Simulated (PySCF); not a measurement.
## Ionisation energy of Mo(37+) by level of theory

Mo(37+) [He] 2s2 2p1 (2P) → Mo(38+) [He] 2s2 (1S), as a difference of total energies. All numbers are calculated (PySCF 2.14, the non-relativistic Hamiltonian (point nucleus), in an even-tempered Gaussian basis (17 s from 13 bohr⁻², ratio 2.2; 10 p from 17 bohr⁻², ratio 2.2; 6 d from 68 bohr⁻², ratio 2.4; 5 f from 100 bohr⁻², ratio 2.4; 4 g from 150 bohr⁻², ratio 2.4)). Correlated levels: nothing frozen; virtual orbitals above 40 to 60 times the deepest correlated orbital energy dropped. The calculations carry no spin-orbit coupling.

| method | ionisation energy (eV) |
| --- | --- |
| UHF | 5152.4 |
| LDA | 5147.9 |
| PBE | 5153.5 |
| PBE0 | 5153.4 |
| r2SCAN | 5155.1 |
| M06-L | 5154.8 |
| M06-2X | 5152.3 |
| MP2 (all electrons) | 5150.9 |
| SCS-MP2 (all electrons) | 5150.3 |

A first-order spin-orbit estimate (lowest level to lowest level, LS coupling) adds 70.412 eV.

The gap to the reference is mostly relativistic.

For comparison: 5287 ± 4 eV (semi-empirical (NIST evaluation); NIST Atomic Spectra Database, ionization energies).
